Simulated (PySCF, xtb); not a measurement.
C7H7O4Rh, SMILES CC1=CC(C)=[O]->[Rh](<-[C-]#[O+])(<-[C-]#[O+])[O]1, multiplicity 1.

GFN2-xTB (xtb 6.7.1) at its own geometry gives an orbital gap of 2.67 eV and a dipole moment of 3.92 D.

The structure is a stationary point at B3LYP-D3(BJ)/def2-SVP. The spin state was assumed, not searched. The isomer is the one that the SMILES or the coordinates give; other isomers of the formula were not compared. The def2 effective core potentials stand for the cores of Rh; spin–orbit coupling is left out. One conformer was computed; it need not be the lowest.

Question: What does PySCF with M06-2X/def2-SVP give? (Estimate from the structure and the level; the computed values follow.)

Answer: gap 7.24 eV (levels -7.71 and -0.47 eV), dipole 2.01 D.
